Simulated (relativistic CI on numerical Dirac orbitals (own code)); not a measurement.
Calculated at this level of theory: Dirac-Coulomb-Breit CI, KLI orbitals optimised for each configuration, a model potential for QED, unscaled Slater integrals (own radial code, finite nucleus).

The strongest absorption lines from the ground level of an ion, among the configurations computed and to levels below about 593 eV (vacuum wavelength in nm, gf): 3.8056 (0.059), 4.0782 (0.72), 4.0870 (0.44), 4.1092 (0.8), 4.1214 (0.94), 5.2638 (0.21), 5.6232 (0.57), 5.6890 (0.3).

(1) Which ion is it?
A. Eu⁴⁶⁺
B. La⁴²⁺
C. La⁴⁰⁺
D. Nd⁴³⁺

Results:

(1) C. La⁴⁰⁺ has 17 electrons and the ground level 3s²3p⁵ ²P°3/2; the strongest line goes to 3s²3p⁴3d ²D5/2. The pattern of lines fixes the number of electrons, and along that sequence the line energies rise steadily with the charge (about as its square where n changes within one kind of shell, about linearly where n is kept but much faster in heavy ions where fine structure, which grows about as Z⁴, sets the gap, and irregularly where shells cross), which fixes Z. Configurations outside the model, such as inner-shell arrays, can give stronger lines. At this charge energies of transitions that change n are usually good to better than 1 %, and those within a shell (Δn = 0) to a few per cent.

LS names give the leading component of a level, which can be under half, so a name can repeat, a term be missing and a line seem to break the LS rules.
